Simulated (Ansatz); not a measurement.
A nudged elastic band was laid between two geometries of AlBH$_{7}$NO$_{2}$ (12 atoms, charge 0, multiplicity 1).

These are results of RHF/6-31G* in Ansatz, not measurements.

- movable images: 7
- climbing image: yes
- spring: 5.0 eV/Å²
- optimiser: quadratic models (default)
- start path: through a guess of the saddle point
- force threshold: 0.5 eV/Å
- iteration limit: 60
- end points: relaxed

Initial state:

```xyz
12
Properties=species:S:1:pos:R:3
B -0.032 -0.158 -0.176
H -0.154 -1.207 0.363
N 1.260 0.568 -0.078
H 2.060 -0.021 0.060
H 1.425 1.178 -0.860
O -0.922 0.363 -1.034
H -1.775 -0.045 -1.006
O -0.581 1.081 1.923
Al 1.020 1.728 1.649
H 2.158 1.177 2.633
H 1.126 3.218 1.098
H -0.790 0.637 2.731
```

Final state:

```xyz
12
Properties=species:S:1:pos:R:3
B 0.308 0.855 -0.145
H 0.327 -2.296 2.551
N 0.864 -0.240 -0.850
H 0.494 -0.633 -1.684
H 1.686 -0.693 -0.521
O -0.828 1.506 -0.578
H -1.197 1.183 -1.385
O 0.870 1.300 1.001
Al 0.659 2.684 1.969
H 0.230 2.478 3.476
H 0.995 4.111 1.377
H 0.386 -1.734 2.089
```

Task: Which bonds break or form, and what moves?

Result: Bonds broken: B1–H2, N3–Al9, O8–H12. Bonds formed: B1–O8, H2–H12. AlBH7NO2 becomes AlBH5NO2 + H2.

Task: What energy profile does the band end with?

Result: The run converged. The highest image is number 3 of 0 to 8, 1.64 eV above the first end and 1.94 eV above the last; the last end lies 0.30 eV below the first. The threshold of 0.5 eV/Å is loose, so the images may lie well off the minimum-energy path. Neighbouring images differ by up to 1.6 eV, so the band resolves the path poorly. The order of the stationary point at the top wasn't checked. The orbitals stay closed-shell, which can raise the energy where a bond breaks towards radicals; this wasn't checked here.

| image | path coordinate (Å) | energy (eV) | B1–H2 (Å) | N3–Al9 (Å) | O8–H12 (Å) |
| --- | --- | --- | --- | --- | --- |
| 0 | 0.00 | 0.00 | 1.18 | 2.09 | 0.95 |
| 1 | 1.41 | 0.63 | 1.20 | 3.19 | 0.95 |
| 2 | 2.81 | 0.98 | 1.20 | 3.99 | 0.94 |
| 3 | 4.22 | 1.64 | 1.20 | 3.96 | 0.95 |
| 4 | 5.63 | 1.59 | 1.91 | 3.65 | 1.75 |
| 5 | 7.04 | -0.01 | 2.60 | 3.76 | 2.63 |
| 6 | 8.43 | -0.25 | 3.48 | 4.04 | 3.23 |
| 7 | 9.83 | -0.28 | 3.91 | 4.08 | 3.17 |
| 8 | 11.23 | -0.30 | 4.15 | 4.07 | 3.26 |

Task: What is the geometry of the highest image?

Result: 
```xyz
12
Properties=species:S:1:pos:R:3
B 0.068 -0.336 -0.306
H -0.149 -1.094 0.605
N 1.441 0.008 -0.700
H 1.556 -0.162 -1.686
H 1.626 0.984 -0.558
O -0.976 0.053 -1.076
H -1.812 -0.220 -0.726
O -0.080 1.192 1.589
Al 0.858 2.294 2.487
H 1.387 1.752 3.865
H 1.120 3.721 1.874
H -0.243 0.326 1.934
```

The band took 13 iterations and of the order of 3 core-minutes.

Run time: 3.3 min on 1 thread of Arm Neoverse V1, on a shared host, peak memory 0.17 GiB.
